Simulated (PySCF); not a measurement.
Isomers C$_{6}$H$_{5}$F$_{3}$NP:

A. `Cc1ccpc(C(F)(F)F)n1`
B. SMILES c1(C(F)(F)F)cc(C)pcn1
C. SMILES Cc1pccnc1C(F)(F)F

Spectrum 1. ¹H NMR (400 MHz, computed): δ 10.63 (m, 1H), 8.11 (m, 1H), 3.05 (m, 3H). ¹³C{¹H} NMR (computed): δ 194.5 (C), 191.4 (CH), 152.7 (C), 132.8 (C), 129.0 (CH), 28.3 (CH3).

Spectrum 2. ¹H NMR (400 MHz, computed): δ 9.72 (m, 1H), 7.82 (m, 1H), 3.00 (s, 3H). ¹³C{¹H} NMR (computed): δ 193.5 (C), 175.7 (CH), 163.3 (C), 131.1 (C), 130.3 (CH), 29.4 (CH3).

Spectrum 3. ¹H NMR (400 MHz, computed): δ 9.32 (m, 1H), 9.07 (m, 1H), 3.30 (m, 3H). ¹³C{¹H} NMR (computed): δ 173.4 (C), 161.9 (CH), 153.7 (CH), 153.3 (C), 132.0 (C), 24.5 (CH3).

PySCF 2.14.0 with density-fitted response routines calculation with GFN2-xTB structure and shielding tensors at PBE0/pcSseg-1 (GIAO); one computed conformer, non-relativistic, rapidly exchanging positions averaged, in vacuum.

δ = σ(ref) − σ, references computed at the same level: TMS for ¹H (σref 31.72) and ¹³C (σref 186.93). Splittings of carbon signals by F and P are missing where no couplings were computed. Where no couplings were computed, multiplicities follow the n + 1 count of equivalent neighbours, and m marks all less simple cases (inequivalent or close neighbours, rings, F or P nearby). Shifts are as computed. Against solution values, carbons near 30 ppm lie about +3 ppm off and those near 130 ppm about +5 ppm. Of 1211 compounds with measured shifts, 218 miss one by over three times the rms of a fit or turn the order of signals round; such compounds aren't used in these exercises.

Which spectrum belongs to which compound?

Answers

1–B, 2–A, 3–C.

- Spectrum 1 (B): 6 ¹³C signals; δC 191.4 is an aromatic CH next to a ring nitrogen; δC 132.8 is a CF3 carbon.
- Spectrum 2 (A): 6 ¹³C signals; δC 131.1 is a CF3 carbon; δC 130.3 is an aromatic CH.
- Spectrum 3 (C): 6 ¹³C signals; δC 153.7 is an aromatic CH next to a ring nitrogen; δC 132.0 is a CF3 carbon.
